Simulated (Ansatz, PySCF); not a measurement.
Breaking the C2–H3 bond in CH4OSn (SMILES [CH3][Sn][OH]) (multiplicity 1 held, fragments rigid). Energies count from the point at 1.093 Å.
Geometry at that point (charge 0, multiplicity 1):
```xyz
7

Sn     0.0224    -0.0636     0.3886
C      0.4195     1.6072    -0.9817
H     -0.2020     2.4693    -0.7259
H      0.2008     1.2878    -2.0005
H      1.4642     1.9210    -0.9117
O     -0.5375    -1.2505    -1.1305
H     -0.7986    -2.1366    -0.8572
```

U- levels take the lowest unrestricted solution at each point, which mixes spins at long bonds. Active spaces are followed from a long bond inwards. Curves can end on different states.

Correlated levels freeze the cores. Filled d and f shells under p-block atoms count as core. Rows in 3-21G carry no dispersion term and start afresh at each structure; the Pople sets are all-electron and without relativity.

The values were computed with Ansatz (a first-principles code); PySCF for 3-21G rows. Each number belongs to the level named beside it. In def2 rows elements past Kr take small-core potentials, without spin–orbit coupling.

Task: Give the energy at R = 3.498 Å at the level FIC-MRCISD+Q on CASSCF(2,2)/def2-TZVPP.

Result: 111.1 kcal/mol

Task: What energy at R = 3.498 Å does R-HF/3-21G give?

Result: 192.8 kcal/mol

Task: What is the computed energy at R = 3.498 Å (U-B3LYP/def2-TZVPP)?

Result: 110.7 kcal/mol

Doubts at one or more of the structures used: a restricted determinant that unrestricted orbitals would lower (R-HF/3-21G); a spin-contaminated determinant (U-B3LYP/def2-TZVPP).
